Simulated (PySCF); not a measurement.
Species: CH8GeOSi.
Bonds: C1–O2, O2–Ge3, Ge3–Si4. Hydrogens: H5, H6, H7 on C1; H8, H9 on Ge3; H10, H11, H12 on Si4.

Method: PBE0-D3(BJ)/def2-SVP geometry optimisation, gas phase in PySCF 2.14.0; density fitting, grid level 1; the optimiser is geomeTRIC in internal coordinates, started from a GFN2-xTB structure with every atom displaced at random (about 0.01 Å).

Step 8: E = -67584.3306 eV
```
atom  x, y, z in Å  |  force x, y, z in eV/Å
C1      2.2651    0.3944    0.2560    0.157  -0.197   0.126
O2      0.9140    0.6543    0.0249   -0.079   0.020   0.074
Ge3    -0.2335   -0.6989   -0.2028    0.003  -0.088  -0.055
Si4    -2.3947    0.2889   -0.1140   -0.011   0.022  -0.006
H5      2.7940    0.0504   -0.6545   -0.014   0.008  -0.021
H6      2.4320   -0.3782    1.0421   -0.053   0.150  -0.117
H7      2.7572    1.3204    0.5971   -0.035   0.009  -0.019
H8      0.0503   -1.3853   -1.5623    0.013   0.028  -0.005
H9      0.0251   -1.7454    0.9095    0.001   0.037   0.026
H10    -3.4227   -0.7296   -0.4902    0.015  -0.015  -0.009
H11    -2.4545    1.4233   -1.0826   -0.014   0.007   0.010
H12    -2.6899    0.7790    1.2652    0.016   0.018  -0.003
```

Step 9: E = -67584.3340 eV
```
atom  x, y, z in Å  |  force x, y, z in eV/Å
C1      2.2633    0.3910    0.2643    0.061  -0.089   0.043
O2      0.9097    0.6520    0.0402   -0.041   0.015   0.063
Ge3    -0.2333   -0.7012   -0.2124    0.018  -0.039  -0.042
Si4    -2.3934    0.2891   -0.1137   -0.005   0.005  -0.003
H5      2.7783    0.0130   -0.6406   -0.003   0.001  -0.008
H6      2.4304   -0.3500    1.0750   -0.019   0.063  -0.052
H7      2.7616    1.3272    0.5652   -0.020   0.005  -0.015
H8      0.0606   -1.3604   -1.5829    0.009   0.011   0.002
H9      0.0254   -1.7584    0.8896   -0.010   0.021   0.014
H10    -3.4201   -0.7353   -0.4784    0.006  -0.004  -0.004
H11    -2.4656    1.4211   -1.0841   -0.007   0.003   0.004
H12    -2.6747    0.7853    1.2663    0.009   0.009  -0.002
```

**Question.** Estimate the geometry and energy of step 10. (The exact step hangs on the optimiser's Hessian estimate; all steps are aligned on step 9, rigid shifts and turns removed.)

**Answer.** E = -67584.3374 eV, largest force 0.073 eV/Å
```
atom  x, y, z in Å  |  force x, y, z in eV/Å
C1      2.2573    0.3867    0.2747   -0.028   0.047  -0.048
O2      0.8955    0.6478    0.0958   -0.003  -0.009   0.026
Ge3    -0.2326   -0.7047   -0.2216    0.023   0.008  -0.007
Si4    -2.3909    0.2892   -0.1195    0.001  -0.019   0.008
H5      2.7311   -0.0433   -0.6299    0.004  -0.003   0.005
H6      2.4505   -0.3043    1.1171    0.014  -0.034   0.028
H7      2.7680    1.3370    0.4993    0.013  -0.002  -0.003
H8      0.1088   -1.3196   -1.6007   -0.005   0.000  -0.002
H9      0.0006   -1.7867    0.8617   -0.013   0.001   0.003
H10    -3.4213   -0.7375   -0.4666   -0.003   0.005  -0.002
H11    -2.4798    1.4220   -1.0871    0.003   0.000  -0.005
H12    -2.6450    0.7869    1.2653   -0.005   0.005  -0.005
```

The energy changes by -0.0033 eV. The first-order estimate −F·Δx gives -0.0066 eV and the mean of the old and new forces, exact on a quadratic surface, -0.0039 eV. The step makes an angle of 77° with the force vector and moves no atom by more than 0.074 Å.

The cost below is that of the whole optimisation. On Arm Neoverse V1, one thread, no GPU, shared host, this took 85 s and 0.49 GiB of memory at its peak.
